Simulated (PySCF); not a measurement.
A structure optimised at PBE0-D3(BJ)/def2-TZVP, used in a PySCF frequency run:

```xyz
4

S      1.0207     0.0678     0.0551
S     -1.0207    -0.0678     0.0551
H      1.2846    -0.8625    -0.8821
H     -1.2846     0.8625    -0.8821
```

Write its SMILES, formula and point group.

SS, H₂S₂, C2

What are its rotational constants (standard atomic weights)?

146.88, 7.0276, 7.0270 GHz
